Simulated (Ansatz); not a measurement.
Frontier orbitals of `c1ccc2c(c1)Cc1ccccc1-2`.

Cartesian coordinates in Å:
```
C 0.149 -2.468 -2.388
C -0.704 -2.855 -1.360
C -0.928 -2.021 -0.275
C -0.286 -0.792 -0.232
C 0.574 -0.403 -1.267
C 0.794 -1.238 -2.346
C 1.138 0.960 -0.983
C 0.508 1.315 0.333
C 0.651 2.457 1.097
C -0.044 2.557 2.296
C -0.873 1.525 2.722
C -1.021 0.376 1.959
C -0.327 0.275 0.762
H 0.313 -3.133 -3.228
H -1.198 -3.819 -1.409
H -1.595 -2.328 0.524
H 1.458 -0.942 -3.152
H 2.232 0.944 -0.920
H 0.880 1.681 -1.767
H 1.296 3.267 0.771
H 0.059 3.448 2.906
H -1.408 1.620 3.660
H -1.668 -0.426 2.297
```

The species carries charge 0 and has multiplicity 1. The geometry is a stationary point of PBE0-D4/def2-TZVP. Basis def2-TZVPP, Ansatz.

```json
{"functional": "PBE", "HOMO (eV)": "-5.44", "LUMO (eV)": "-1.75", "gap (eV)": "3.69"}
{"functional": "PBE0", "HOMO (eV)": "-6.28", "LUMO (eV)": "-0.94", "gap (eV)": "5.34"}
{"functional": "r2SCANh", "HOMO (eV)": "-5.89", "LUMO (eV)": "-1.32", "gap (eV)": "4.57"}
{"functional": "HSE06 (plane-wave form)", "HOMO (eV)": "-5.91", "LUMO (eV)": "-1.31", "gap (eV)": "4.60"}
{"functional": "LC-ωPBE", "HOMO (eV)": "-8.59", "LUMO (eV)": "0.99", "gap (eV)": "9.58"}
{"functional": "ωB97X-V", "HOMO (eV)": "-8.27", "LUMO (eV)": "1.01", "gap (eV)": "9.28"}
{"functional": "ωB97M-V", "HOMO (eV)": "-8.21", "LUMO (eV)": "0.94", "gap (eV)": "9.15"}
{"functional": "HF", "HOMO (eV)": "-7.80", "LUMO (eV)": "2.42", "gap (eV)": "10.22"}
```

From PBE to PBE0 the HOMO moves by −0.85 eV and the LUMO by +0.80 eV, and with ωB97M-V by −2.77 and +2.69 eV, so the gap grows from 3.69 to 9.15 eV with exact exchange. A positive LUMO is unbound and depends on the basis.

LC-ωPBE has ω = 0.4 bohr⁻¹.
